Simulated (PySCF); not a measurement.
**[Mo(OH)4(NH2)2] (charge 0, multiplicity 1)**

All values below come from PBE-D3(BJ)/def2-TZVP // TPSS-D3(BJ)/def2-SVP in PySCF.

```yaml
HOMO: -6.10 eV
dipole_moment: 1.36 D
HOMO–LUMO gap: 2.58 eV
LUMO: -3.53 eV
charge on the central atom (Mulliken): 1.34 e
total_energy: -483.3666 Ha
cost: very roughly 6 core-minutes
```

```xyz
15

Mo    -0.1931     0.0188     0.1733
O     -1.4694     0.3691    -1.2491
H     -1.9037    -0.4411    -1.5784
O     -0.8527     0.7153     1.8452
H     -0.3400     1.4581     2.2172
O      1.0879    -0.3350    -1.2731
H      0.6938    -0.0645    -2.1249
O      1.1516    -0.9835     1.0807
H      1.7676    -1.4238     0.4608
N     -1.3974    -1.5447     0.4291
H     -2.4146    -1.5355     0.3046
H     -1.1479    -2.2267     1.1533
N      0.3921     1.9131    -0.0143
H     -0.1213     2.7239     0.3451
H      0.9487     2.1878    -0.8294
```
Charge 0, spin multiplicity 1.
